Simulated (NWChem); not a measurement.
Molecule: C$_{3}$H$_{2}$F$_{3}$, doublet; SMILES C=C(F)[C](F)F

```xyz
8

C     -1.2521    -1.4347     0.0000
C     -0.0762    -0.7229     0.0000
F      1.0930    -1.3673     0.0000
C      0.0317     0.6597     0.0000
F     -1.0142     1.4458     0.0000
F      1.1665     1.3027     0.0000
H     -2.2107    -0.9184     0.0000
H     -1.2186    -2.5238     0.0000
```
Atoms are numbered in this order, from 1.

Program: NWChem. Spin-unrestricted. In the optimisation the excess spin sits in a" (Cs, its own frame). The geometry was optimised at PBE0/def2-SVP, spin-unrestricted. No stability test was run on the SCF state.

Problem. Estimate the computed values for B3PW91/def2-SVP. Quantities: highest occupied level (eV); lowest empty minus highest occupied level, either spin (eV); dipole (D); <S²>.

Solution. The highest occupied level (eV) is -5.62. The lowest empty minus highest occupied level, either spin (eV) is 3.31. The dipole (D) is 1.12 and the <S²> is 0.780.
